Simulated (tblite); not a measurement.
Species: C6H8O2Si.
Bonds: C1–C2, C2–O3 (double), C2–C4, C4–C5 (double), C5–Si6, Si6–C7, C7–C8 (double), C8–O9, C4–O9. Hydrogens: H10, H11, H12 on C1; H13 on C5; H14, H15 on Si6; H16 on C7; H17 on C8.

Computed geometry: GFN2-xTB, gas phase.

(1) What internal coordinates does the optimisation give?

Answers

(1) 
```tsv
bond	length (pm)	order
C1–C2	150.3	single
C2=O3	120.9	double
C2–C4	149.7	single
C4=C5	134.2	double
C5–Si6	187.0	single
Si6–C7	187.0	single
C7=C8	133.2	double
C8–O9	135.2	single
C4–O9	136.2	single
C1–H10, C1–H11, C1–H12	108.8	single
C5–H13	108.0	single
Si6–H14, Si6–H15	146.9	single
C7–H16	107.9	single
C8–H17	108.5	single
```

Bonds in one row agree within 1 pm and their mean is given. Orders are formal, as drawn. A selection of angles:
```tsv
angle	degrees
C1–C2–O3	123.3
C1–C2–C4	115.5
O3–C2–C4	121.2
C2–C4–C5	120.6
C2–C4–O9	112.5
C5–C4–O9	126.9
C4–C5–Si6	122.7
C5–Si6–C7	97.3
Si6–C7–C8	121.7
C7–C8–O9	128.8
C4–O9–C8	122.6
```

Dihedral angles: C1–C2–C4–C5 180° (antiperiplanar); C2–C4–C5–Si6 180° (antiperiplanar); C4–C5–Si6–C7 0° (synperiplanar); C5–Si6–C7–C8 0° (synperiplanar); Si6–C7–C8–O9 0° (synperiplanar); C7–C8–O9–C4 0° (synperiplanar); C2–C4–O9–C8 180° (antiperiplanar).

Si6 (SiH2 silicon) is distorted tetrahedral (angles from 97.3° to 112.7°). The 6-membered ring C4–C5–Si6–C7–C8–O9 has internal angles of 97.3° to 128.8°; it is planar, 0.00 Å rms from its mean plane, widest ring torsion 0°. The C–O distances run from 1.209 Å (C2=O3, drawn double) to 1.362 Å (C4–O9, drawn single), a spread of 0.153 Å. The 9 heavy atoms lie in one plane (0.000 Å rms). Of the pairs four or more bonds apart, O3···H13 is among the closest relative to their van der Waals radii: 2.42 Å, 89 % of the sum of Bondi's values. The 4 C–C bonds span 1.332 Å (C7=C8, drawn double) to 1.503 Å (C1–C2, drawn single), a spread of 0.171 Å.

Point group: Cs (tolerance 0.08 Å). Its GFN2-xTB frequencies are all real (lowest 46 cm⁻¹). One conformer, not necessarily the lowest.
